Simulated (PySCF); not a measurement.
Working out the ionisation energy of B⁺

B⁺ [He] 2s2 (1S) → B²⁺ [He] 2s1 (2S). Computed with PySCF 2.14 in dyall-acv3z, with no relativity, point nucleus. Frozen: nothing; the 5 highest virtual orbitals dropped. Energies in hartree (1 hartree = 27.21139 eV):

```csv
part,B⁺ (lower),B²⁺ (upper)
UHF,-24.237546,-23.376036
CCSD correlation,-0.106978,-0.045458
(T),-0.000548,-0.000019
```

**Question.** What does Hartree-Fock give?

**Answer.** (-23.376036) − (-24.237546) = 0.861510 hartree = 23.443 eV.

**Question.** What do CCSD and CCSD(T) give?

**Answer.** The CCSD correlation energies differ by 0.061520 hartree = 1.674 eV and the triples by 0.000529 hartree = 0.014 eV, so CCSD gives 25.117 eV and CCSD(T) 25.131 eV.

Measured between the centres of the two terms (NIST): 25.155 eV, so CCSD(T) (valence and next inner shell) is off by -0.024 eV.

What remains against the reference includes basis incompleteness and higher excitations.
